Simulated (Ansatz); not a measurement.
Consider the ligand exchange at the Sn–C bond: `C[CH](C)[SnH3]` + `FCS` → `FC[S][SnH3]` + `CCC`.

Calculated with Ansatz (gas phase, PBE0-D4/def2-TZVP geometries, no zero-point term in ΔE). CBS: MP2 limit from def2 TZ/QZ plus the TZ coupled-cluster correction, frozen cores. DFT in def2-TZVPP. B3LYP here is the variant with VWN-RPA as its local correlation; programs differ in this. Elements past krypton have def2 core potentials. For Sn outer-core shells are correlated without core-valence functions, which leaves a few kJ/mol of doubt a bond. Each species was taken in one conformer, which may not be the lowest.

```csv
level,ΔE (kJ/mol)
r2SCAN-D4,-91.1
B3LYP,-93.2
```

(1) What does CCSD(T)/CBS give? (An estimate is asked.)

Largest T1 diagnostic among the species: 0.013.

Answers

(1) The calculation gave: -84.9 kJ/mol. The listed levels differ from it by -6.2, -8.3 kJ/mol.

The D4 term adds +3.3 kJ/mol with B3LYP and +1.9 kJ/mol with PBE0; it sums over pairs of atoms, weighted by their polarisabilities, and B3LYP, whose exchange is more repulsive, gets the larger term. In def2-TZVPP, CCSD(T) changes the Hartree–Fock value by +21.5 kJ/mol (the triples alone add +1.6 kJ/mol) and MP2 by +21.5 kJ/mol.
